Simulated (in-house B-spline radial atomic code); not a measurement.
Binding energies in the aluminium ion Al²⁺

NIST's tabulated ground configuration is [Ne] 3s1; each binding energy is the energy of the ion with one electron taken from that subshell, relaxed, less that of the parent. Method: Dirac-Hartree-Fock, average of configuration, Fermi nucleus of rms radius 3.061 fm. Calculated with a radial B-spline atomic code at the basis-set limit. Energies include first-order Breit, QED and recoil terms.

```json
{"subshell": "2p1/2", "X-ray name": "L2", "binding energy (eV)": "104", "-ε (eV)": "108.2", "relaxation (eV)": "4.1"}
{"subshell": "2p3/2", "X-ray name": "L3", "binding energy (eV)": "103.6", "-ε (eV)": "107.7", "relaxation (eV)": "4.1"}
{"subshell": "3s", "X-ray name": "M1", "binding energy (eV)": "28.08", "-ε (eV)": "28.11", "relaxation (eV)": "0.02"}
```

Relaxation = -ε minus the binding energy without Breit, QED and recoil terms.

Emission lines follow as differences of binding energies, with λ = 12398.42 eV·Å / E:

| line | holes | energy (eV) | wavelength (Å) |
| --- | --- | --- | --- |
| L3-M1 | 2p3/2 → 3s | 75.5 | 164.17 |

(1) What does it cost to remove both a 2p3/2 and a 3s electron?

(2) What does it cost to remove both a 2p3/2 and a 2p1/2 electron?

Results:

(1) 146.48 eV, which is 14.79 eV more than the two single binding energies together.

(2) 241.61 eV, which is 33.98 eV more than the two single binding energies together.
